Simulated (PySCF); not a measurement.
PySCF input file for F2H5NOSi2, SMILES N[SiH2]O[SiH](F)F, B3LYP/pcSseg-1. Geometry: r2SCAN-D4/def2-SVP. This is a generated structure with no PubChem entry under its InChIKey; it may be hypothetical. Other conformers were not sampled.

```python
import numpy as np
from pyscf import gto, scf, dft
from pyscf.prop.nmr import rks as nmr

mol = gto.M(
    atom='''
    Si    1.09625411   -0.73058873    0.31372531
    F     2.38058216   -0.47444548   -0.62202634
    F     0.16783073   -1.79103795   -0.47805468
    O     0.26197540    0.64568469    0.52451765
    Si   -1.14207312    1.38605229   -0.05479245
    N    -2.56479636    0.44568986    0.10512501
    H     1.53996288   -1.31677109    1.58547009
    H    -0.92701769    1.65295160   -1.50140419
    H    -1.29306171    2.61731708    0.75778090
    H    -3.02372390    0.32602763    1.00240398
    H    -2.73263813   -0.35197060   -0.50059804
    ''',
    basis='pcSseg-1',
    charge=0,
    spin=0,
    max_memory=1600,
    verbose=3,
)
mf = dft.RKS(mol, xc='b3lyp')
mf.grids.level = 3
mf.conv_tol = 1e-10
mf.max_cycle = 100
mf.kernel()
n = nmr.NMR(mf)
n.verbose = 2
n.max_cycle_cphf = 60
sigma = n.kernel()
print('atom   isotropic/ppm   span/ppm')
for i, s in enumerate(sigma):
    w = np.linalg.eigvalsh((s + s.T) / 2)
    print(f'{mol.atom_symbol(i):2s}{i + 1:3d} {w.mean():14.3f} {w[2] - w[0]:11.3f}')
```

Output:

```
converged SCF energy = -911.908270167036
atom   isotropic/ppm   span/ppm
Si  1        409.837      37.579
F   2        306.436     153.760
F   3        311.442     141.757
O   4        215.415     104.759
Si  5        380.216      54.279
N   6        222.052      55.906
H   7         26.976      10.102
H   8         26.534       8.957
H   9         26.855       9.657
H  10         29.976      15.487
H  11         29.981      15.699
```

Self-consistency was reached.
